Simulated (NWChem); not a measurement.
System: AlH₃, triplet; SMILES of the neutral closed-shell parent [AlH3]

Excerpt of the output:

```
             Northwest Computational Chemistry Package (NWChem) 7.3.0
             --------------------------------------------------------

 CS  symmetry detected

                             Geometry "geometry" -> ""
                             -------------------------

 Output coordinates in angstroms (scale by  1.889725989 to convert to a.u.)

  No.       Tag          Charge          X              Y              Z
 ---- ---------------- ---------- -------------- -------------- --------------
    1 Al                  13.0000    -0.13124967    -0.18211005     0.00000000
    2 H                    1.0000     0.18356642     1.58275210    -0.42915183
    3 H                    1.0000     1.33911285    -0.79807353     0.00000000
    4 H                    1.0000     0.18356642     1.58275210     0.42915183

 Effective nuclear repulsion energy (a.u.)      12.7904166082

      Symmetry information
      --------------------

 Group name             Cs
 Group number              2
 Group order               2
 No. of unique centers     3

                                 NWChem DFT Module
                                 -----------------

 Summary of "ao basis" -> "ao basis" (spherical)
 ------------------------------------------------------------------------------
       Tag                 Description            Shells   Functions and Types
 ---------------- ------------------------------  ------  ---------------------
 Al                       aug-cc-pvdz               11       27   5s4p2d
 H                        aug-cc-pvdz                5        9   3s2p

      Symmetry analysis of basis
      --------------------------

        a'         35
        a"         19

            General Information
            -------------------
          SCF calculation type: DFT
          Wavefunction type:  spin polarized.
          No. of atoms     :     4
          No. of electrons :    16
           Alpha electrons :     9
            Beta electrons :     7
          Charge           :     0
          Spin multiplicity:     3
          Use of symmetry is: off; symmetry adaption is: on
          Maximum number of iterations: 150
          AO basis - number of functions:    54
                     number of shells:    26
          Convergence on energy requested:  1.00D-06
          Convergence on density requested:  1.00D-05
          Convergence on gradient requested:  5.00D-04

              XC Information
              --------------
                        BHLYP Method XC Functional
                     Hartree-Fock (Exact) Exchange  0.500
                        Slater Exchange Functional  0.500 local
                    Becke 1988 Exchange Functional  0.500 non-local
              Lee-Yang-Parr Correlation Functional  1.000

             Grid Information
             ----------------
          Grid used for XC integration:  medium
          Radial quadrature: Mura-Knowles
          Angular quadrature: Lebedev.
          Tag              B.-S. Rad. Rad. Pts. Rad. Cut. Ang. Pts.
          ---              ---------- --------- --------- ---------
          Al                  1.25       88          13.0       590
          H                   0.35       45          14.0       434
          Grid pruning is: on
          Number of quadrature shells:   223
          Spatial weights used:  Erf1

      Superposition of Atomic Density Guess
      -------------------------------------

 Sum of atomic energies:        -243.37283597

      Non-variational initial energy
      ------------------------------

 Total energy =    -243.382125
 1-e energy   =    -363.317120
 2-e energy   =     107.144578
 HOMO         =      -0.156155
 LUMO         =      -0.057031

   Symmetry analysis of molecular orbitals - initial alpha
   -------------------------------------------------------

  Numbering of irreducible representations:

     1 a'          2 a"

  Orbital symmetries:

     1 a'          2 a'          3 a'          4 a'          5 a"
     6 a'          7 a'          8 a'          9 a"         10 a'
    11 a'         12 a"         13 a'         14 a'         15 a"
    16 a'         17 a'         18 a'         19 a"

   Symmetry analysis of molecular orbitals - initial beta
   ------------------------------------------------------

  Numbering of irreducible representations:

[...]

                                NWChem TDDFT Module
                                -------------------

            General Information
            -------------------
           No. of orbitals :     108
            Alpha orbitals :      54
             Beta orbitals :      54
        Alpha frozen cores :       0
         Beta frozen cores :       0
     Alpha frozen virtuals :       0
      Beta frozen virtuals :       0
         Spin multiplicity :       3
    Number of AO functions :      54
        Use of symmetry is : off
      Symmetry adaption is : on
         Schwarz screening :  0.10D-07

              XC Information
              --------------
                 BHLYP Method XC Functional
              Hartree-Fock (Exact) Exchange   0.50
                 Slater Exchange Functional   0.50 local
             Becke 1988 Exchange Functional   0.50 non-local
       Lee-Yang-Parr Correlation Functional   1.00

             TDDFT Information
             -----------------
          Calculation type : Tamm-Dancoff TDDFT
         Wavefunction type : Unrestricted
          No. of electrons :      16
           Alpha electrons :       9
            Beta electrons :       7
              No. of roots :       6
          Max subspacesize :    5200
            Max iterations :     100
               Target root :       1
           Target symmetry : none
      Symmetry restriction : off
                 Algorithm : Optimal
        Davidson threshold :  0.10D-03

    6 smallest eigenvalue differences (eV)
--------------------------------------------------------
  No. Spin  Occ  Vir  Irrep   E(Occ)    E(Vir)   E(Diff)
--------------------------------------------------------
    1    1    9   10 a'       -0.202     0.011     5.806
    2    1    9   11 a'       -0.202     0.014     5.897
    3    1    9   12 a'       -0.202     0.021     6.076
    4    1    9   13 a"       -0.202     0.024     6.162
    5    1    9   14 a"       -0.202     0.039     6.580
    6    1    9   15 a'       -0.202     0.043     6.682
--------------------------------------------------------

  Entering Davidson iterations
  Unrestricted

  Iter   NTrls   NConv    DeltaV     DeltaE      Time
  ----  ------  ------  ---------  ---------  ---------
    1      6       0     0.54E-01   0.10+100        6.7
    2     12       0     0.20E-01   0.12E-01        8.6
    3     18       0     0.88E-02   0.43E-02        7.7
    4     24       0     0.85E-02   0.34E-03        7.1
    5     30       1     0.52E-02   0.23E-03        7.8
    6     35       2     0.34E-02   0.95E-04        8.2
    7     39       4     0.14E-02   0.32E-04        7.2
    8     41       5     0.63E-03   0.59E-05        6.3
    9     42       5     0.20E-03   0.90E-06        5.1
   10     43       6     0.59E-04   0.92E-07        4.9
  ----  ------  ------  ---------  ---------  ---------
  Convergence criterion met

  Ground state a"       -244.083984575122 a.u.
  <S2> =   2.0032

  ----------------------------------------------------------------------------
  Root   1         a'             0.110141955 a.u.                2.9971 eV
  <S2> =   2.0047
  ----------------------------------------------------------------------------
     Transition Moments    X -0.00000   Y -0.00000   Z  0.03442
     Dipole Oscillator Strength                    0.0000869679
     Electric Quadrupole                           0.0000000072
     Magnetic Dipole                               0.0000000546
     Total Oscillator Strength                     0.0000870296

     Occ.    9 alpha a"  ---  Virt.   10 alpha a'       0.79802
     Occ.    9 alpha a"  ---  Virt.   11 alpha a'      -0.29704
     Occ.    9 alpha a"  ---  Virt.   15 alpha a'       0.48879
     Occ.    9 alpha a"  ---  Virt.   17 alpha a'      -0.08272
     Occ.    9 alpha a"  ---  Virt.   22 alpha a'       0.12652
  ----------------------------------------------------------------------------
  Root   2         a'             0.135580362 a.u.                3.6893 eV
  <S2> =   2.0039
  ----------------------------------------------------------------------------
     Transition Moments    X  0.00000   Y -0.00000   Z -0.65742
     Dipole Oscillator Strength                    0.0390647953
     Electric Quadrupole                           0.0000000711
     Magnetic Dipole                               0.0000002235
     Total Oscillator Strength                     0.0390650898

     Occ.    9 alpha a"  ---  Virt.   10 alpha a'       0.18459
     Occ.    9 alpha a"  ---  Virt.   11 alpha a'       0.84429
     Occ.    9 alpha a"  ---  Virt.   12 alpha a'      -0.21881
     Occ.    9 alpha a"  ---  Virt.   15 alpha a'       0.19793
     Occ.    9 alpha a"  ---  Virt.   16 alpha a'      -0.36569
     Occ.    9 alpha a"  ---  Virt.   17 alpha a'      -0.09579
     Occ.    9 alpha a"  ---  Virt.   18 alpha a'       0.05285
     Occ.    9 alpha a"  ---  Virt.   19 alpha a'       0.06431
     Occ.    9 alpha a"  ---  Virt.   22 alpha a'      -0.06688
     Occ.    9 alpha a"  ---  Virt.   24 alpha a'       0.06646
  ----------------------------------------------------------------------------
  Root   3         a"             0.144297869 a.u.                3.9265 eV
  <S2> =   2.0089
  ----------------------------------------------------------------------------
     Transition Moments    X  0.24626   Y  1.13666   Z  0.00000
     Dipole Oscillator Strength                    0.1301214616
     Electric Quadrupole                           0.0000000689
     Magnetic Dipole                               0.0000000014
     Total Oscillator Strength                     0.1301215319

[...]
```

Level: BHandHLYP/aug-cc-pVDZ, spin-unrestricted, TDA. The geometry was optimised at PBE0/def2-SVP, spin-unrestricted. The spin multiplicity was typed, not searched, and may not be the lowest. No stability test was run on the SCF state.

### Question
Write an input that gives this output.

### Answer
Several could match; the one computed here: the input that was run:
```
start job
memory heap 200 mb stack 700 mb global 900 mb
geometry units angstroms noautoz
  Al     0.255084     0.241631    -0.328073
  H     -0.997736    -0.442991     0.838005
  H      1.093457     1.219342     0.611389
  H     -0.361226    -1.017983     0.868409
end
basis spherical
  * library aug-cc-pvdz
end
dft
  odft
  mult 3
  xc bhlyp
  iterations 150
end
tddft
  cis
  nroots 6
end
task tddft energy
```
